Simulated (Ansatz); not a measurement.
Ansatz results at the PBE0-D4/def2-TZVP geometry: HOMO energy (B3LYP/def2-TZVPP) -6.68 eV; HOMO–LUMO gap (B3LYP/def2-TZVPP) 6.33 eV; HOMO energy (ωB97M-V/def2-TZVPP) -9.10 eV.

Each molecule was computed in one conformer, which needn't be the lowest.

Question: Which molecule gave them?
A. `N[C](=O)[SnH3]`
B. `[BH2][Ga]([OH])[F]`
C. `[SeH]C1OCS1`
D. `CN1CCC1`

Answer: A. The others give `[SeH]C1OCS1`: -6.65, 5.58, -9.05; `[BH2][Ga]([OH])[F]`: -8.58, 5.37, -11.01; `CN1CCC1`: -6.01, 7.06, -8.54.

B3LYP here is the variant with VWN-RPA as its local correlation; programs differ in this.
